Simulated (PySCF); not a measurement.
# Dipole response of V (vanadium, neutral)

[Ar] 3d3 4s2, high-spin 4F determinant. All numbers are calculated (PySCF 2.14, no relativity, point nucleus, in aug-cc-pVDZ). Coupled (time-dependent) response in atomic units; α is the mean over directions. A double-zeta set is small for polarisabilities.

| method | mean α (bohr³) | C₆ (like pair) | S(−4) |
| --- | --- | --- | --- |
| UHF | 127.4 | 1420 | 27620 |
| PBE | 93.12 | 1000 | 4881 |
| PBE0 | 97.59 | 1066 | 5413 |
| MN15 | 84.11 | 885.2 | 3475 |

S(−4) is the Cauchy moment in α(ω) = α(0) + S(−4) ω² + …

Reference α: 87 ± 10 bohr³ (recommended; Schwerdtfeger and Nagle, table of static dipole polarizabilities (2023 update)). Published C₆: 832.0 (Chu and Dalgarno (2004); Tang, Norbeck and Certain (1976)).

Hartree-Fock lies above the reference because it lacks correlation, which contracts the outer shell.

α(iu) at MN15:

```json
{"u (hartree)": "0", "α(iu) (bohr³)": "84.11"}
{"u (hartree)": "0.0500", "α(iu) (bohr³)": "76.31"}
{"u (hartree)": "0.100", "α(iu) (bohr³)": "60.17"}
{"u (hartree)": "0.200", "α(iu) (bohr³)": "33.96"}
{"u (hartree)": "0.300", "α(iu) (bohr³)": "20.71"}
{"u (hartree)": "0.500", "α(iu) (bohr³)": "10.23"}
{"u (hartree)": "0.750", "α(iu) (bohr³)": "5.802"}
{"u (hartree)": "1.00", "α(iu) (bohr³)": "3.914"}
{"u (hartree)": "1.50", "α(iu) (bohr³)": "2.258"}
{"u (hartree)": "2.00", "α(iu) (bohr³)": "1.508"}
{"u (hartree)": "3.00", "α(iu) (bohr³)": "0.8132"}
{"u (hartree)": "5.00", "α(iu) (bohr³)": "0.3400"}
```

A single London oscillator, α(iu) = α/(1 + u²/ω²), gives C₆ = (3/4) ω α². Matching the computed C₆ needs ω = 4 × 885.2 / (3 × 84.11²) = 0.167 hartree.
